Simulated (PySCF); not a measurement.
# Correlation energy of P⁺ (phosphorus, charge +1)

[Ne] 3s2 3p2, high-spin 3P determinant. Computed with PySCF 2.14 in cc-pVDZ-DK (4s3p1d, 18 functions), with scalar relativity by spin-free X2C-1e. Frozen: [Ne]; 4 electrons correlated.

MP2 pair energies summed by pair of shells (mhartree):

```csv
pair,energy,share (%)
3s-3p,-29.67,60.1
3s-3s,-14.54,29.4
3p-3p,-5.17,10.5
```

Total MP2 correlation energy: -49.39 mhartree.

Same-spin part -8.13 and opposite-spin part -41.26 mhartree; SCS-MP2 scales them by 1/3 and 6/5 to -52.23 mhartree.

```tsv
level	correlation energy (mhartree)
CCSD	-69.85
(T)	-0.91
CCSD(T)	-70.76
```

Diagnostics: T1 = 0.0079, D1 = 0.0214, largest double amplitude 0.106.

Cost of the coupled-cluster step: 0.14 s of wall time on 1 thread of Neoverse-N1 (shared host), for 4 correlated electrons.

Iterations:

```
CC2 = 0
CCSD nocc = (np.int64(3), np.int64(1)), nmo = (13, 13)
frozen orbitals [[0, 1, 2, 3, 4], [0, 1, 2, 3, 4]]
max_cycle = 100
direct = 0
conv_tol = 1e-08
conv_tol_normt = 1e-06
diis_space = 8
diis_start_cycle = 0
Init t2, MP2 energy = -0.0493917677861595
Init E_corr(UCCSD) = -0.0493917677861717
cycle = 1  E_corr(UCCSD) = -0.0633744885826185  dE = -0.0139827208  norm(t1,t2) = 0.0510263
cycle = 2  E_corr(UCCSD) = -0.0674934029836109  dE = -0.0041189144  norm(t1,t2) = 0.0192265
cycle = 3  E_corr(UCCSD) = -0.0698529924102064  dE = -0.00235958943  norm(t1,t2) = 0.0086109
cycle = 4  E_corr(UCCSD) = -0.0698403921753015  dE = 1.26002349e-05  norm(t1,t2) = 0.00151892
cycle = 5  E_corr(UCCSD) = -0.0698587887893593  dE = -1.83966141e-05  norm(t1,t2) = 0.000226494
cycle = 6  E_corr(UCCSD) = -0.0698523980720481  dE = 6.39071731e-06  norm(t1,t2) = 3.01422e-05
cycle = 7  E_corr(UCCSD) = -0.0698548470298418  dE = -2.44895779e-06  norm(t1,t2) = 6.46766e-06
cycle = 8  E_corr(UCCSD) = -0.0698542715232414  dE = 5.755066e-07  norm(t1,t2) = 1.72223e-06
cycle = 9  E_corr(UCCSD) = -0.0698543061294059  dE = -3.46061645e-08  norm(t1,t2) = 1.86855e-07
cycle = 10  E_corr(UCCSD) = -0.0698543061594626  dE = -3.00566932e-11  norm(t1,t2) = 2.79431e-08
UCCSD converged
E(UCCSD) = -341.2286287235805  E_corr = -0.06985430615946259
UCCSD(T) correction = -0.000909104256143394
```
